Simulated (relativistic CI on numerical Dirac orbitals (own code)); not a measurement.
# Hg³⁺: L2,3 absorption edge

Computed with this model: Dirac-Coulomb-Breit CI, KLI orbitals optimised for each configuration, a model potential for QED, valence Slater integrals scaled by 0.8, multiplet model of core-to-valence dipole absorption; configurations [Xe] 4f14 5d9 → [He] 2s2 2p5 3s2 3p6 3d10 4s2 4p6 4d10 4f14 5s2 5p6 5d10; 10 K; Lorentzian 3 eV and Gaussian 1 eV FWHM. Energies are those of the free ion, without screening or charge transfer. The branching ratio is the share of the lower-energy edge in the whole absorption, uncertain by about 0.02 where the edges overlap. S is read from ⟨S²⟩ = S(S + 1).

Field parameters in Wybourne normalisation: Oh B⁴₀ = 21Dq, B⁴₄ = √(5/14) B⁴₀. The field is a parameter set, without covalency.

Computed curve for Oh, 10Dq = 7000 cm⁻¹, scaled to 100 at the maximum (points under 2 are left out and the grid is thinned):

(Energy (eV), Intensity): (12263.5, 2.0), (12264.0, 2.2), (12264.5, 2.5), (12265.5, 3.1), (12266.0, 3.4), (12266.5, 3.9), (12267.0, 4.4), (12268.0, 5.8), (12268.5, 6.8), (12269.0, 8.1), (12269.5, 9.7), (12270.5, 14.8), (12271.0, 18.9), (12271.5, 24.7), (12272.0, 33.2), (12272.5, 45.5), (12273.5, 82.1), (12274.0, 97.6), (12274.5, 100.0), (12275.0, 87.6), (12276.0, 50.0), (12276.5, 36.4), (12277.0, 26.9), (12277.5, 20.4), (12278.5, 12.7), (12279.0, 10.3), (12279.5, 8.5), (12280.0, 7.2), (12280.5, 6.1), (12281.5, 4.6), (12282.0, 4.0), (12282.5, 3.5), (12283.0, 3.2), (12284.0, 2.6), (12284.5, 2.3), (12285.0, 2.1), (14200.5, 2.1), (14201.5, 2.7), (14202.0, 2.5), (14202.5, 2.0)

The ground state has S = 0.50, and the centroid lies at 12325.15 eV.
